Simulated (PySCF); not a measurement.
Species: C2H5FSSi.
Atom-mapped SMILES: `[CH3:1][C:2](=[S:3])[SiH2:4][F:5]` (hydrogens: H6, H7, H8 on C1; H9, H10 on Si4)

Computed with PySCF at PBE0/pcSseg-1 and CAM-B3LYP/def2-SVPD, non-relativistic, on one gas-phase PBE0-D3(BJ)/def2-SVP geometry that isn't relaxed in the solvent. The solvent is an IEF-PCM continuum (cavity from Bondi-type radii × 1.2). Only the electrostatic response of the medium enters.

Gas phase at PBE0/pcSseg-1: HOMO -6.78 eV, LUMO -2.77 eV, dipole 0.95 D.

Question: What does the continuum do to the energy, the frontier levels and the dipole at PBE0/pcSseg-1 in water?

Answer: 
| solvent | ε | E(solvent) − E(gas) (kJ/mol) | polarisation term (kJ/mol) | distortion of the solute (kJ/mol) | HOMO (eV) | LUMO (eV) | dipole (D) |
| --- | --- | --- | --- | --- | --- | --- | --- |
| water | 78.36 | -14.02 | -16.25 | 2.23 | -6.78 | -2.65 | 1.47 |

Polarisation term: ½ Σ q·V over the induced surface charges. Distortion: the rise of the solute's own energy as its density leaves the gas-phase optimum.

Question: Which Mulliken charges (PBE0/pcSseg-1) respond most in water (means over atoms taken as equivalent)?

Answer: 
| atoms | environment | gas (e) | solvent (e) | change |
| --- | --- | --- | --- | --- |
| S3 | thiocarbonyl sulfur | -0.018 | -0.086 | -0.068 |
| C2 | thiocarbonyl carbon | -0.586 | -0.548 | +0.038 |
| F5 | silicon-bound fluorine | -0.440 | -0.455 | -0.015 |
| H6/H7/H8 | methyl hydrogen | +0.147 | +0.159 | +0.012 |
| C1 | methyl carbon | -0.174 | -0.184 | -0.010 |
| H9/H10 | Si–H hydrogen | -0.094 | -0.086 | +0.008 |
| Si4 | fluorine-bound silicon | +0.967 | +0.967 | 0.000 |

Question: How do the nuclear quadrupole coupling constants eQVzz/h respond in water?

Answer: 
```json
{"nucleus": "33S at S3", "Q (barn)": "-0.06781", "gas (MHz)": "45.01", "solvent (MHz)": "42.73", "η gas": "0.34", "η solvent": "0.28"}
```

Gas phase at CAM-B3LYP/def2-SVPD: HOMO -8.12 eV, LUMO -1.66 eV, dipole 0.98 D.

Question: What does the continuum do to the energy, the frontier levels and the dipole at CAM-B3LYP/def2-SVPD in water?

Answer: 
```json
{"solvent": "water", "ε": "78.36", "E(solvent) − E(gas) (kJ/mol)": "-14.70", "polarisation term (kJ/mol)": "-17.28", "distortion of the solute (kJ/mol)": "2.58", "HOMO (eV)": "-8.11", "LUMO (eV)": "-1.54", "dipole (D)": "1.53"}
```

Question: How does the static polarisability (CAM-B3LYP/def2-SVPD, frozen core, with the continuum's full static response) change?

Answer: 
```json
{"medium": "gas", "isotropic (au)": "71.7", "principal values (au)": "55.7, 73.9, 85.5", "⟨r²⟩ of the electrons (bohr²)": "769.7"}
{"medium": "water", "isotropic (au)": "99.6", "principal values (au)": "77.9, 99.8, 121.2", "⟨r²⟩ of the electrons (bohr²)": "770.4"}
```

The isotropic value in water is 1.39 times the gas-phase one; no cavity-field correction is applied. ⟨r²⟩ is taken about the centre of nuclear charge.

Hardware: Arm Neoverse N1, one thread, on a shared host. Cost: 21 s, 0.64 GiB resident at most. This is the whole shielding run at PBE0/pcSseg-1 in water, SCF included.

Conformer computed: `[CH3:1][C:2](=[S:3])[SiH2:4][F:5]`: C1–C2–Si4–F5 -4°.
